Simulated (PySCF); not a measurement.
Gas-phase reaction: H3SiGeH3 + CH2 + C4H10 (isobutane) ⇌ Ge(CH3)4 + CH3SiH3

Computed with PySCF and rigid-rotor harmonic-oscillator thermochemistry at 1 bar. † marks an energy on the PBE0/def2-TZVP geometry and frequencies; other levels use their own. MP2 and CCSD(T) freeze the core. 6-31G* has spherical d functions here. Open shells (unrestricted): CH2 (multiplicity 3); the rest are closed-shell singlets. B3LYP is the form with VWN-RPA correlation. Ge: all electrons, no relativistic terms. MP2 isn't extrapolated to the basis-set limit; its ΔH°(298 K) is -469.1 kJ in def2-SVP and -533.4 kJ in def2-TZVPP. CCSD(T) isn't extrapolated to the basis-set limit. The harmonic model lacks anharmonicity and excited electronic states, which grow with temperature; levels with a mode under 35 cm⁻¹ are left out. Internal rotation in H3SiGeH3, C4H10 (isobutane), Ge(CH3)4, CH3SiH3 is treated as a harmonic vibration of one conformer, which makes the entropy rough.

```
level               ΔE electronic, kJ  ΔH°(298 K), kJ  ΔS°(298 K), J/K  ΔG°(800 K), kJ
------------------  -----------------  --------------  ---------------  --------------
B3LYP/6-31G*                     -491            -463             -146            -349
CCSD(T)/def2-SVP†                -470            -444             -148            -328
HF/def2-TZVP†                    -377            -350             -148            -235
M06-2X/def2-TZVP†                -545            -519             -148            -403
MP2/def2-SVP†                    -495            -469             -148            -354
MP2/def2-TZVPP†                  -560            -533             -148            -418
PBE0/def2-SVP†                   -499            -473             -148            -357
PBE0/def2-TZVP                   -515            -489             -148            -373
LDA/def2-TZVP†                   -574            -548             -148            -432
ωB97M-V/def2-TZVP†               -538            -512             -148            -396
```
ΔH° is lowest at LDA/def2-TZVP† and highest at HF/def2-TZVP†. No reference value is set beside these.
